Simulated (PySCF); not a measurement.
Ta(O)(OH)3 (H3O4Ta), SMILES [OH][Ta]([OH])([OH])=[O], multiplicity 1. Atoms are numbered in the order given.

```xyz
8

Ta     0.0000     0.0000    -0.0110
O      0.0000     0.0000    -1.7461
O      1.5756     0.9097     0.5968
H      2.3148     1.3364     0.1498
O      0.0000    -1.8194     0.5968
H      0.0000    -2.6729     0.1498
O     -1.5756     0.9097     0.5968
H     -2.3148     1.3364     0.1498
```

Coordinates come from a B3LYP-D3(BJ)/def2-SVP optimisation. The spin state was assumed, not searched. The def2 effective core potentials stand for the cores of Ta; spin–orbit coupling is left out. One conformer was computed; it need not be the lowest.

Method: PBE/def2-TZVP (PySCF).

Symmetry labels are those of the subgroup Cs that the program uses (full group C3v).

List the valence orbital energies around the gap with their symmetry. (Estimate from the structure and the level; the computed values follow.)


| orbital | symmetry | energy (eV) |
|---|---|---|
| HOMO−7 | A' | -9.11 |
| HOMO−6 | A" | -9.11 |
| HOMO−5 | A" | -7.90 |
| HOMO−4 | A' | -7.90 |
| HOMO−3 | A' | -7.68 |
| HOMO−2 | A" | -7.65 |
| HOMO−1 | A' | -7.61 |
| HOMO | A" | -7.61 |
| LUMO | A' | -1.02 |
| LUMO+1 | A' | -1.01 |
| LUMO+2 | A" | -1.01 |
| LUMO+3 | A' | -0.28 |
